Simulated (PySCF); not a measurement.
## Excitation energy of B⁺ by level of theory

B⁺ [He] 2s2 (1S) → B⁺ [He] 2p2 (3P), as a difference of total energies. All numbers are calculated (PySCF 2.14, the spin-free X2C one-electron Hamiltonian (Gaussian nucleus), in aug-cc-pCVTZ-DK). Correlated levels: valence: 1s2 frozen. The calculations carry no spin-orbit coupling.

Task: Order these methods by the excitation energy they give, lowest first.
A. UHF
B. CCSD (valence)
C. MP2 (valence)
D. SCS-MP2 (valence)

Result: A (10.981 eV), C (11.798 eV), D (12.121 eV), B (12.375 eV).

Errors of the correlated levels include the incompleteness of this basis and the frozen core.

With two correlated electrons CCSD is exact in that space.

For comparison: 12.265 eV (measured; NIST levels, between the centres of gravity of the two terms).
